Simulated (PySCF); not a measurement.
# Reading the logs of faulty runs: AlH2NO

All numbers below are calculated, not measured. They come from PySCF 2.14.0, an open-source quantum chemistry program, on an isolated molecule that a program drew, which may never have been made. The molecule is AlH2NO (charge 0, singlet), drawn as the SMILES string `[NH2][Al]=[O]`.

Each row is a Hartree-Fock (HF) and frozen-core CCSD(T) single point in the cc-pV(D+d)Z basis, meant for a local HF minimum. Run 1 is clean. Each other run has one planted mistake out of seven kinds, and not every kind appears here: one electron removed, one electron added, multiplicity raised by two, geometry at a saddle point, minimal basis STO-3G, one bond length entered in bohr, all coordinates scaled. The reference is restricted for singlets and unrestricted otherwise, and also for a bond in bohr. Adding or removing an electron swaps singlet and doublet. Electrons count all cores. HOMO and LUMO are orbital energies over both spins, the gradient is its largest component, and the lowest frequency (negative if imaginary) is given only where the gradient is small. Bond lengths are over the 4 bonds as drawn. T1 is the CCSD diagnostic: over 0.02 (restricted) or 0.045 (unrestricted) a single reference is doubtful.

Geometry of the clean run:
```xyz
5
AlH2NO, angstrom
N    -0.7406    2.0295   -0.2852
Al    0.6096    1.9653   -1.3875
O     1.8284    1.9074   -2.3827
H    -0.7701    2.5700    0.5593
H    -1.6039    1.5323   -0.4014
```

```
run,electrons,basis functions,<S^2>,HOMO (eV),LUMO (eV),gradient (hartree/bohr),lowest frequency (cm^-1),mean bond (Å),longest bond (Å),T1,HF (hartree),CCSD(T) (hartree),mistake
1,30,61,0.000,-10.55,1.43,1.4e-05,213,1.3312,1.744,0.0264,-372.40401,-372.85497,no fault
2,31,61,0.867,0.45,7.71,2.7e-02,-,1.3312,1.744,0.0332,-372.36721,-372.82998,one electron added
3,29,61,0.755,-17.48,-6.07,1.0e-01,-,1.3312,1.744,0.0224,-372.12594,-372.51152,one electron removed
4,30,21,0.000,-5.95,9.87,2.0e-02,-,1.3312,1.744,0.0356,-367.69140,-367.87361,?
```

**Which mistake was planted in run 4, and what did it cost?**

It has 21 basis functions where the clean run has 61, with the same electrons and geometry. So the mistake is: minimal basis STO-3G. Subtracting run 1 and multiplying by 627.51 kcal/mol a hartree, the energy moved by 2957.2 kcal/mol in HF and 3125.9 kcal/mol in CCSD(T).

Cautions from the logs. Run 1: T1 is over the limit, so its CCSD(T) energy is less reliable; run 2: the HOMO is above zero, so the electron isn't bound and the energy depends on the basis; run 4: T1 is over the limit, so its CCSD(T) energy is less reliable.
